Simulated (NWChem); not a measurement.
Molecule: C$_{3}$H$_{3}$NO$_{2}$; SMILES O=C1COC=N1

```xyz
9

O     -0.0295     2.0371     0.0000
C      0.0331     0.8332     0.0000
C     -1.1568    -0.1440     0.0000
O     -0.5235    -1.4392     0.0000
C      0.7984    -1.1749     0.0000
N      1.2141     0.0404     0.0000
H     -1.7772    -0.0477     0.8948
H     -1.7772    -0.0477    -0.8948
H      1.4317    -2.0565     0.0000
```
Atoms are numbered in this order, from 1.

All runs: NWChem. Medium grid unless said otherwise, to which SCAN and Minnesota functionals are sensitive. The geometry was optimised at B3LYP/6-31G* (spherical d). Total energies of different functionals are on different scales.

```tsv
level	energy (Ha)	highest occupied level (eV)	orbital gap (eV)	dipole (D)
PBE/def2-TZVP	-321.0832	-6.28	3.59	3.83
B3LYP/def2-TZVP	-321.4368	-7.65	5.70	3.95
Hartree-Fock/def2-TZVP	-319.6402	-11.69	14.05	4.40
M06-2X/def2-TZVP	-321.3093	[?]	[?]	3.95
r2SCAN/def2-TZVP	-321.2723	-6.59	4.07	3.96
```

Question: What belongs in the gaps?

Answer: 
- M06-2X/def2-TZVP, highest occupied level (eV): -9.49
- M06-2X/def2-TZVP, orbital gap (eV): 8.74
